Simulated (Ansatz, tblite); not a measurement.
Removing and adding an electron: Sn24H30, a nanocrystal cut from hexagonal tin. Charge 0, multiplicity 1. Geometry: PBE-D4/def2-SVP. Ansatz, gas phase; energy differences of separate SCF runs; the oxidised species was run as a doublet alone; the reduced species was run as a doublet alone.

Cartesian coordinates in Å:
```
Sn 4.166 -1.769 2.807
Sn 3.470 -4.450 2.254
Sn 3.005 2.719 2.187
Sn 3.530 4.076 -0.227
Sn 2.330 0.022 1.617
Sn 2.306 -0.412 -1.178
Sn 1.152 -4.502 0.646
Sn 1.615 -3.101 -1.762
Sn 1.208 4.051 -1.826
Sn 0.502 1.369 -2.428
Sn 0.502 0.920 -5.219
Sn -0.678 -3.149 -3.411
Sn -0.171 -1.758 -5.813
Sn 0.878 3.953 3.568
Sn -0.279 -0.539 2.550
Sn -0.984 -3.228 1.984
Sn -1.421 3.927 1.937
Sn -0.938 5.291 -0.483
Sn -2.140 1.240 1.380
Sn -2.069 0.778 -1.408
Sn -3.329 -3.280 0.411
Sn -2.780 -1.905 -1.995
Sn -4.718 0.647 2.380
Sn -5.444 -2.017 1.788
H 5.764 -1.436 2.208
H 4.206 -1.506 4.525
H 4.779 -5.251 1.438
H 3.188 -5.311 3.736
H 4.433 2.737 3.189
H 4.822 3.278 -1.070
H 4.042 5.708 0.083
H 3.908 -0.101 -1.799
H 0.699 -6.146 0.276
H 2.949 -3.840 -2.611
H 1.526 4.892 -3.321
H 2.067 1.302 -5.872
H -0.635 1.998 -5.972
H -1.110 -4.806 -3.743
H 1.127 -2.521 -6.680
H -1.573 -1.810 -6.838
H 1.301 5.580 4.012
H 0.554 3.082 5.036
H -0.308 -0.308 4.281
H -1.287 -4.048 3.495
H -2.742 4.694 2.781
H -0.595 6.969 -0.184
H -2.359 5.221 -1.480
H -3.223 1.842 -2.172
H -3.738 -4.936 0.046
H -4.215 -1.889 -2.989
H -4.736 0.898 4.099
H -5.876 1.748 1.697
H -5.799 -2.880 3.254
H -6.885 -2.043 0.817
```

In the def2 sets Sn takes a core potential; there is no spin–orbit coupling. The xTB rows come from tblite. Single mean-field runs in def2-TZVP are fitted with def2-universal-jkfit. HOMO above LUMO, or a gap near zero within one spin, warns that the state may not be the lowest or that an electron is smeared out.

```csv
level,−HOMO (eV),vertical IE (eV),−LUMO (eV),vertical EA (eV),HOMO–LUMO gap (eV),IE − EA (eV)
GFN1-xTB,10.35,11.50,9.12,8.00,1.23,3.51
GFN2-xTB,10.76,11.85,9.95,8.89,0.80,2.96
r2SCANh-D4/def2-TZVP,6.20,7.24,2.68,1.74,3.53,5.49
```

(1) Estimate the rows for PBE-D4/def2-TZVP, PBE0-D4/def2-TZVP.

Answers

(1) 
```csv
level,−HOMO (eV),vertical IE (eV),−LUMO (eV),vertical EA (eV),HOMO–LUMO gap (eV),IE − EA (eV),remarks
PBE-D4/def2-TZVP,5.73,–,3.05,1.99,2.68,–,gap within one spin near zero (-1 doublet)
PBE0-D4/def2-TZVP,6.50,7.35,2.38,1.68,4.12,5.68,–
```

Run but left out: PBE-D4/def2-TZVP (charge +1 doublet: an occupied level 0.04 eV above an empty one).   Raw xTB energy differences between charge states are shifted by several eV; the methods need an empirical correction for them. Sets without diffuse functions give affinities that are too small.
